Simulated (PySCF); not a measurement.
Computed spin Hamiltonian

Species: C₆H₇ClO₂ (charge +1 and doublet state).
Cartesian coordinates in Å at the GFN2-xTB level; atoms count from 1:
```xyz
16
C6H7ClO2 angstrom
O      3.0795    0.5486    0.3967
C      2.5193    0.4166   -0.6459
O      1.2883   -0.0415   -0.8053
C      0.5798   -0.3338    0.3874
C     -0.1896   -1.6055    0.4072
C     -1.3624   -1.0059    0.7590
C     -0.7860    0.3966    0.6537
C     -1.3940    1.0750   -0.5587
Cl    -2.0612   -0.2810   -1.5418
H      2.9539    0.6562   -1.6322
H      1.2947   -0.2031    1.2241
H      0.0937   -2.6120    0.1562
H     -2.3195   -1.3672    1.0889
H     -0.8037    1.0229    1.5458
H     -0.6712    1.6233   -1.1621
H     -2.2294    1.7199   -0.2844
```

The hyperfine couplings belong to this conformer and change with its torsions.

As a line formula: `C(Cl)[C@@H]1[C@H](OC=O)[CH+][CH]1` [radical] (charge +1).

Level of theory: PySCF, UKS B3LYP, pcH-1 on C Cl H O, non-relativistic, mean-field spin-orbit, GIAO. Isolated species at its GFN2-xTB geometry (one conformer only). A GFN2-xTB geometry isn't a minimum of the functional, and hyperfine couplings can be far from their values at a DFT geometry, by a factor of two or more for some ions and for spin on atoms past the first row. No stability test was run, so a lower SCF solution isn't excluded.

| Quantity | Value |
| --- | --- |
| g1, g2, g3 | 2.00310, 2.01045, 2.01869 |
| g_iso | 2.01075 |
| Form of g | rhombic: the two nearest values differ by 47 % of g3 − g1 |
| ⟨S²⟩ | 0.7530 (exact 0.7500) |
| α and β electrons | 38, 37 |
| HOMO–LUMO gap, α and β orbitals | 5.94, 1.75 eV |

Hyperfine couplings atom by atom, in MHz; T1 to T3 are the principal values of the dipolar part; ρ(0) is the spin density at the nucleus:

```
atom  isotope  a_iso  of which spin–orbit     T1     T2     T3  Mulliken spin population  ρ(0) (bohr⁻³)
  O1      17O   -7.5                 -0.1  -33.5   16.0   17.5                      0.10         0.0123
  C2      13C   -7.6                  0.0   -2.8    0.4    2.5                     -0.02        -0.0067
  O3      17O    6.2                 -0.1  -15.0    7.0    8.0                      0.03        -0.0104
  C4      13C   -8.9                  0.0   -5.4   -2.1    7.4                     -0.01        -0.0079
  C5      13C   23.3                  0.1  -31.2  -28.5   59.8                      0.34         0.0207
  C6      13C   37.1                 -0.3  -26.7  -23.7   50.4                      0.26         0.0333
  C7      13C   -6.1                  0.0   -3.2   -2.0    5.2                      0.01        -0.0055
  C8      13C    6.5                  0.0   -0.5   -0.1    0.6                     -0.01         0.0058
 Cl9     35Cl   33.9                  3.3  -52.4  -50.4  102.9                      0.26         0.0696
 H10       1H   44.8                  0.0   -1.8   -0.6    2.4                      0.02         0.0100
 H11       1H  101.6                  0.0   -6.0   -3.4    9.4                      0.03         0.0227
 H12       1H  -19.9                  0.0  -14.2   -3.3   17.5                     -0.01        -0.0044
 H13       1H  -18.8                  0.0  -12.6   -3.4   16.0                     -0.01        -0.0042
 H14       1H   16.3                  0.0   -3.4   -1.5    4.9                      0.00         0.0036
 H15       1H   -0.5                  0.0   -2.6   -0.1    2.7                      0.00        -0.0001
 H16       1H    8.9                  0.0   -2.7   -0.8    3.5                      0.00         0.0020
```

The Mulliken spin populations are largest on C5 (+0.34), C6 (+0.26), Cl9 (+0.26) and O1 (+0.10). Three atoms exceed +0.15.

The SMILES `O=CO[C@@H]1[CH+][CH][C@@H]1CCl` draws the unpaired electron on C6, whose computed spin population is only +0.26.

Axes: g3 points within 12° of the C8–Cl9 bond.

Under fast tumbling the dipolar parts average out, and these isotropic splittings remain (the largest six): 1 × 1H (H11, I = 1/2, 2 lines) with 3.61 mT, 1 × 1H (H10, I = 1/2, 2 lines) with 1.59 mT, 1 × 35Cl (Cl9, I = 3/2, 4 lines) with 1.20 mT, 1 × 1H (H12, I = 1/2, 2 lines) with 0.71 mT, 1 × 1H (H13, I = 1/2, 2 lines) with 0.67 mT and 1 × 1H (H14, I = 1/2, 2 lines) with 0.58 mT.

Main isotope only: 35Cl (natural samples also hold 24 % 37Cl, magnetic too, which adds its own pattern).

The 13C coupling of C6 (37.1 MHz) shows only in satellite lines or after enrichment, since that isotope makes up about 1.07 % of natural carbon.

The 17O coupling of O1 (-7.5 MHz) shows only in satellite lines or after enrichment, since that isotope makes up about 0.038 % of natural oxygen.

β density exceeds α density at some nuclei, such as O3 (-0.0104), C4 (-0.0079) and C2 (-0.0067), spin density in bohr⁻³. In a single determinant that takes different orbitals for the two spins, that is spin polarisation.
